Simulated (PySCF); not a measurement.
Br₄Zr, SMILES [Br][Zr-]([Br])([Br])[Br] (connectivity only; charge and spin as stated), charge -1, multiplicity 2.

The structure is a stationary point at B3LYP-D3(BJ)/def2-SVPD. The multiplicity is an assumed one; other spin states were not compared. The def2 effective core potentials stand for the cores of Zr; spin–orbit coupling is left out.

The numbers are results of PBE0/def2-SVPD run with PySCF, not measurements.

The molecule is in vacuum.

Q: Estimate the frontier levels, dipole moment and polarisability. (Estimate from the structure and the level; the computed values follow.)

A: 
```
Quantity                                                             Result
------------------------------------------------  -------------------------
α spin, highest occupied and lowest empty level           -0.83 and 1.55 eV
β spin, highest occupied and lowest empty level           -4.44 and 1.98 eV
dipole moment about the centre of nuclear charge                     0.00 D
mean static polarisability                           151.9 bohr³ (22.51 Å³)
polarisability, principal values                  147.7, 154.1, 154.1 bohr³
⟨S²⟩                                                0.753 (pure state 0.75)
```
